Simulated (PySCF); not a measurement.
## Bond length, frequency and bond energy of BiO⁺ by level of theory

State: ¹Σ⁺ (singlet), closed shell. Set-up: PySCF, scalar-relativistic core potentials, basis sets Bi cc-pVDZ-PP with ECP60, O cc-pVDZ. De refers to Bi⁺ + O in their high-spin ground configurations, without counterpoise correction. A positive dipole points towards O; it is taken about the centre of mass and depends on that origin. Levels whose curve was spin-contaminated or gave no clean fit are not listed.

```tsv
Level	Re (Å)	ωe (cm⁻¹)	De (eV)	μ (D)	CPU s a point (SCF and correlation, without the integrals)
RHF	1.831	989	n/a	-4.71	0.024
RHF-CCSD	1.891	847	n/a	n/a	n/a
PBE	1.914	799	n/a	-3.09	0.59
BLYP	1.925	781	n/a	-3.05	0.83
r²SCAN	1.894	840	n/a	-3.36	0.86
M06-L	1.900	829	n/a	-3.65	1.2
r²SCANh	1.883	862	n/a	-3.51	0.97
PBE0	1.878	870	n/a	-3.58	0.79
HSE06	1.881	865	n/a	-3.55	0.66
```

Problem. What does a quarter of exact exchange do here, going from PBE to PBE0?

Solution. PBE0 less PBE: -3.6 pm in Re, +8.9 % in ωe. Exact exchange removes part of the self-interaction that spreads semilocal densities, and in most molecules shortens and stiffens the bond and lowers De; so it does here.

Problem. What does the step from GGA to meta-GGA do here, going from PBE to r²SCAN?

Solution. r²SCAN less PBE: -2.0 pm in Re, +5.1 % in ωe. 

Correlated steps freeze 5 core orbitals. These are scalar-relativistic numbers at best; spin–orbit coupling would shift them, the dissociation energy most. The CCSD T1 diagnostic is raised, a sign that a single reference may not be enough here.

The whole job (state search and all levels along the bond) took about 1.7 min on 1 thread of Arm Neoverse V2 (shared host), peak memory 0.45 GiB.
